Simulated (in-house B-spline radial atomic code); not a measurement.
A radial electron density 4πr²n(r) was computed for an atom or ion in its tabulated ground configuration with a B-spline radial code for spherical atoms; method: Dirac-Kohn-Sham LDA VWN5, spherical fractional occupations. Columns: r (bohr), 4πr²n(r) (electrons per bohr), bar.

```
  0.0021   0.7467 #
  0.0025    1.029 #
 0.00298    1.414 ##
 0.00354    1.924 ##
 0.00422    2.617 ###
 0.00502    3.523 ####
 0.00597    4.702 ######
 0.00711    6.228 ########
 0.00846    8.144 ##########
  0.0101    10.55 #############
   0.012    13.36 ################
  0.0143    16.66 ####################
   0.017    20.24 ########################
  0.0202    23.93 #############################
   0.024    27.44 #################################
  0.0286     30.4 #####################################
   0.034    32.28 #######################################
  0.0405    32.78 ########################################
  0.0482     31.8 ######################################
  0.0573    29.73 ####################################
  0.0682    27.41 #################################
  0.0812    26.02 ###############################
  0.0966     26.6 ################################
   0.115     29.4 ####################################
   0.137     33.4 ########################################
   0.163    36.41 ############################################
   0.194     36.2 ############################################
    0.23    31.89 #######################################
   0.274    24.49 ##############################
   0.326     17.3 #####################
   0.388    13.34 ################
   0.462    13.39 ################
    0.55    15.34 ###################
   0.654       16 ###################
   0.779    13.72 #################
   0.927    9.379 ###########
     1.1    5.074 ######
    1.31    2.074 ###
    1.56   0.6305 #
    1.86   0.1365 
    2.21  0.02136 
    2.63 0.002217
```

Task: Which atom or ion is it?
A. Co7+
B. Co6+
C. Ni7+
D. Zn8+

Result: A. The area under the curve, ∫4πr²n dr = ∫r·4πr²n d(ln r) on this logarithmic grid, is 20 electrons, which only this option has. The configuration is [Ar] 3d2.
